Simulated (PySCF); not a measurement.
C5H10N3 (charge +1).
SMILES with atom numbers: `[CH3:1][c:2]1[n:3][n:4]([CH3:5])[cH:6][c:7]1[NH3+:8]`

Structure used (GFN2-xTB), in Å, numbered top down from 1:
```
atom  x, y, z in Å
C1    -1.842   -1.530   -0.042
C2    -0.615   -0.696   -0.035
N3     0.600   -1.189   -0.155
N4     1.455   -0.182   -0.110
C5     2.867   -0.431   -0.196
C6     0.838    0.996    0.041
C7    -0.517    0.705    0.094
N8    -1.639    1.634    0.241
H9    -2.466   -1.302   -0.904
H10   -2.424   -1.382    0.868
H11   -1.552   -2.575   -0.097
H12    3.393    0.490   -0.436
H13    3.048   -1.176   -0.970
H14    3.237   -0.826    0.752
H15    1.364    1.927    0.102
H16   -1.849    2.116   -0.645
H17   -1.442    2.344    0.960
H18   -2.465    1.086    0.520
```

Definitions: NICS(0) = −σiso at the ring centroid; NICS(1) = −σiso and NICS(1)zz = −σzz at ±1 Å along the ring normal z. Level: GIAO PBE0/pcSseg-1 (PySCF, non-relativistic, gas phase) on the GFN2-xTB geometry, one conformer.

Ring bond lengths (Å), with Mayer bond orders in brackets: C2–N3 1.317 (1.51), N3–N4 1.322 (1.22), N4–C6 1.338 (1.18), C6–C7 1.387 (1.35), C7–C2 1.410 (1.19).

Problem. What do the NICS probes read (ppm)?

Solution. 
| ring | type | NICS(0) | NICS(1), two faces | NICS(1)zz, two faces | rms pucker (Å) | centre to ring atoms, mean (Å) |
| --- | --- | --- | --- | --- | --- | --- |
| C2–N3–N4–C6–C7 | 5-membered ring with 2 N; formal bonds all aromatic | -13.7 | -11.4 / -11.3 | -27.6 / -27.7 | 0.00 | 1.15 |

Problem. What can be read from them?

Solution. 
- C2–N3–N4–C6–C7: mean NICS(1)zz -27.7 ppm, shielded, aromatic by this magnetic criterion (flat ring, no four-coordinate atom).

Problem. How equal are the bonds by HOMA? Use HOMA with the parameters of Krygowski (1993).

Solution. 
- C2–N3–N4–C6–C7: HOMA 0.97; the largest term is that of C7–C2, α(R − Ropt)² = 0.13. The geometric and the magnetic index point the same way.

Problem. What field does 11.7 T along the ring normal induce along that normal at the first NICS(1) probe listed for ring C2–N3–N4–C6–C7, 1 Å off the ring?

Solution. NICSzz × B0 = -27.6 ppm × 11.7 T = -323 μT, against the applied field.

Problem. Give the inner angles of the rings and the Hirshfeld charges of the ring atoms.

Solution. 
- C2–N3–N4–C6–C7: C2 108.4° (+0.035 e), N3 108.0° (-0.107 e), N4 112.1° (+0.072 e), C6 105.7° (-0.009 e), C7 105.8° (-0.011 e); sum 540.0° against 540° for a flat convex ring.
